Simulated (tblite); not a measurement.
Compound: C8H5FN (doublet state).
SMILES: `N#CC1=[C][C@@H]2C=C(F)[C@H]1C2`

Structure optimised with GFN2-xTB, isolated species. This method treats the open shell by occupation alone, without spin polarisation.

Take the most abundant isotopes and a rigid rotor. 

Question: What are A, B and C (GHz)?

Answer: Ia = 226.02, Ib = 405.88, Ic = 525.80 u·Å²; 505379 MHz·u·Å²/I gives 2236, 1245 and 961.2 MHz, that is A = 2.2360, B = 1.2452, C = 0.9612 GHz.

Question: Classify the top.

Answer: An asymmetric top: κ = (2 × 1245 − 2236 − 961.2)/(2236 − 961.2) = -0.55.

Question: Is it planar, by Δ = Ic − Ia − Ib?

Answer: Not planar: Δ = Ic − Ia − Ib = -106.10 u·Å². For a rigid frame Δ = −2 Σ m c², so Σ m c² = 53.05 u·Å² lies off the ab plane: 11.54 from hydrogen and 41.51 from heavier atoms. The atom farthest from that plane is 1.72 Å away.

Question: Give the coordinates in the principal-axis frame, origin at the centre of mass.

Answer: The sense of each axis is arbitrary; atoms in the order of the calculation.
```tsv
atom	mass (u)	a (Å)	b (Å)	c (Å)
N1	14.003	3.323	-0.654	0.089
C2	12.000	2.277	-0.183	0.096
C3	12.000	0.998	0.369	0.069
C4	12.000	0.419	1.341	0.754
C5	12.000	-1.018	1.508	0.351
C6	12.000	-1.706	0.222	0.785
C7	12.000	-1.170	-0.738	0.042
F8	18.998	-1.420	-2.046	0.053
C9	12.000	-0.128	-0.137	-0.884
C10	12.000	-0.824	1.211	-1.159
H11	1.008	-1.503	2.434	0.637
H12	1.008	-2.431	0.151	1.569
H13	1.008	0.206	-0.749	-1.716
H14	1.008	-0.183	1.934	-1.661
H15	1.008	-1.767	1.110	-1.695
```

Question: Where do the levels up to J = 5 lie, in cm⁻¹?

Answer: Above 0(0,0):
J = 1: 1(0,1) 0.0736, 1(1,1) 0.1066, 1(1,0) 0.1161
J = 2: 2(0,2) 0.2190, 2(1,2) 0.2444, 2(1,1) 0.2728, 2(2,1) 0.3719, 2(2,0) 0.3737
J = 3: 3(0,3) 0.4331, 3(1,3) 0.4499, 3(1,2) 0.5066, 3(2,2) 0.5927, 3(2,1) 0.6011, 3(3,1) 0.7827, 3(3,0) 0.7829
J = 4: 4(0,4) 0.7127, 4(1,4) 0.7224, 4(1,3) 0.8157, 4(2,3) 0.8857, 4(2,2) 0.9090, 4(3,2) 1.0800, 4(3,1) 1.0815, 4(4,1) 1.3419, 4(4,0) 1.3419
J = 5: 5(0,5) 1.0558, 5(1,5) 1.0608, 5(1,4) 1.1974, 5(2,4) 1.2498, 5(2,3) 1.2978, 5(3,3) 1.4522, 5(3,2) 1.4577, 5(4,2) 1.7138, 5(4,1) 1.7140, 5(5,1) 2.0503, 5(5,0) 2.0503
The levels of one J sum to (2J + 1)J(J + 1)(A + B + C)/3.

For this open shell read J as N, the rotation without spin; fine and hyperfine splittings come on top. Its GFN2-xTB frequencies are all real (lowest 91 cm⁻¹). Zero-point vibration and centrifugal distortion are left out.

All values are computed, not measured.
